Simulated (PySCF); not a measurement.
Si(H)(PH2)3 (H₇P₃Si), SMILES [SiH](P)(P)P.

The structure is a stationary point at B3LYP-D3(BJ)/def2-SVP. This is a generated structure with no PubChem entry under its InChIKey; it may be hypothetical. Other conformers were not sampled.

The numbers are results of PBE/def2-TZVP (PySCF), not measurements.

Computed frontier levels, gap, dipole moment and polarisability:
```
Property                                                                                                         Result
---------------------------------------------------------------------------------------------  ------------------------
highest occupied level                                                                                         -6.30 eV
lowest empty level                                                                                             -1.27 eV
orbital gap                                                                                                     5.03 eV
dipole moment                                                                                                    0.60 D
quadrupole, principal values (traceless, Buckingham form, about the centre of nuclear charge)    -4.73, -0.34, 5.07 D·Å
mean static polarisability                                                                       113.4 bohr³ (16.80 Å³)
polarisability, principal values                                                               90.1, 123.7, 126.3 bohr³
```
